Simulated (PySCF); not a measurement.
2-methylazaborolidine (C₄H₁₀BN), SMILES C1CB(NC1)C.

Geometry optimised at PBE0-D3(BJ)/def2-SVP. Other conformers were not sampled.

The numbers are results of TDDFT-PBE/def2-SVPD (PySCF 2.14.0), not measurements.

Vertical excitations. Isolated molecule, no solvent.

| state | energy (eV) | λ (nm) | f | main pairs |
|---|---|---|---|---|
| S1 | 5.76 | 215 | 0.001 | HOMO→LUMO 99 % |
| S2 | 6.52 | 190 | 0.005 | HOMO→LUMO+2 99 % |
| S3 | 6.59 | 188 | 0.010 | HOMO−1→LUMO 99 % |
| S4 | 6.81 | 182 | 0.066 | HOMO→LUMO+1 49 %, HOMO→LUMO+3 43 % |
| S5 | 6.83 | 181 | 0.063 | HOMO→LUMO+3 57 %, HOMO→LUMO+1 36 % |
| S6 | 7.03 | 176 | 0.015 | HOMO−1→LUMO+1 94 % |
| S7 | 7.23 | 171 | 0.041 | HOMO→LUMO+4 99 % |
| S8 | 7.36 | 169 | 0.064 | HOMO−1→LUMO+2 99 % |
| S9 | 7.55 | 164 | 0.003 | HOMO→LUMO+5 99 % |
| S10 | 7.65 | 162 | 0.004 | HOMO−1→LUMO+3 78 %, HOMO→LUMO+6 21 % |
| T1 | 5.48 | 226 | 0 | HOMO→LUMO+1 90 % |
| T2 | 5.65 | 219 | 0 | HOMO→LUMO 91 % |
| T3 | 6.45 | 192 | 0 | HOMO→LUMO+2 99 % |
| T4 | 6.49 | 191 | 0 | HOMO−1→LUMO 85 %, HOMO−1→LUMO+1 14 % |
Triplets are in the Tamm–Dancoff approximation, which puts them higher than full response would, so one can lie above its singlet here.
